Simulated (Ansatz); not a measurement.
Species: CH6Si2, SMILES `C=[SiH][SiH3]` (charge 0, multiplicity 1).

Give a relaxed geometry from PBE0-D3(BJ)/def2-TZVP (Ansatz, a program for electronic structure).

the end point of this relaxation (outside a Z-matrix the atoms follow the SMILES, hydrogens last).
Bond lengths (Å): C1–Si2 1.707, C1–H4 1.084, C1–H5 1.084, Si2–Si3 2.321, Si2–H6 1.484, Si3–H7 1.487, Si3–H8 1.487, Si3–H9 1.485. Bond angles (°): Si2–C1–H4 123.0, Si2–C1–H5 121.6, H4–C1–H5 115.5, C1–Si2–Si3 121.5, C1–Si2–H6 119.8, Si3–Si2–H6 118.7, Si2–Si3–H7 110.7, Si2–Si3–H8 110.7, Si2–Si3–H9 108.0, H7–Si3–H8 108.2, H7–Si3–H9 109.6, H8–Si3–H9 109.6.
